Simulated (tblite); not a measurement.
C6H9PS.
SMILES with atom numbers: `[CH3:1][CH:2]([CH3:3])[c:4]1[cH:5][p:6][cH:7][s:8]1` (hydrogens: H9, H10, H11 on C1; H12 on C2; H13, H14, H15 on C3; H16 on C5; H17 on C7)

Structure optimised with GFN2-xTB, isolated species.

Problem. Give the optimised bond lengths and angles.

Solution. 
```tsv
bond	length (Å)
C1–C2, C2–C3	1.530
C2–C4	1.502
C4–C5	1.356
C5–P6	1.765
P6–C7	1.703
C7–S8	1.712
C4–S8	1.728
C1–H9 and 5 like bonds	1.088
C2–H12	1.096
C5–H16	1.079
C7–H17	1.075
```

Bonds in one row agree within 0.01 Å and their mean is given. A selection of angles:
```tsv
angle	degrees
C2–C1–H9	110.1
H9–C1–H10	108.5
C1–C2–C3	110.9
C1–C2–C4	110.5
C1–C2–H12	108.5
C4–C2–H12	107.8
H13–C3–H14	108.5
C2–C4–C5	126.8
C2–C4–S8	118.0
C5–C4–S8	115.2
C4–C5–P6	118.5
C4–C5–H16	121.4
P6–C5–H16	120.1
C5–P6–C7	92.7
P6–C7–S8	118.3
P6–C7–H17	125.0
S8–C7–H17	116.6
C4–S8–C7	95.3
```

Torsions: C1–C2–C4–C5 62° (synclinal).

The 2 C–P bonds span 1.703 Å (P6–C7, aromatic) to 1.765 Å (C5–P6, aromatic), a spread of 0.062 Å. The C–C distances run from 1.356 Å (C4–C5, aromatic) to 1.530 Å (C1–C2, drawn single), a spread of 0.174 Å. Of the pairs four or more bonds apart, C5···H14 is among the closest relative to their van der Waals radii: 2.92 Å, 101 % of the sum of Bondi's values. The 5-membered ring C4–C5–P6–C7–S8 has internal angles of 92.7° to 118.5°; it is planar, 0.00 Å rms from its mean plane, widest ring torsion 0°. P6 (phosphorus bonded to 2 C) is bent (angle 92.7°).

Point group: Cs (tolerance 0.08 Å). Its GFN2-xTB frequencies are all real (lowest 26 cm⁻¹). The numbers are those of one conformer.

All values are computed, not measured.
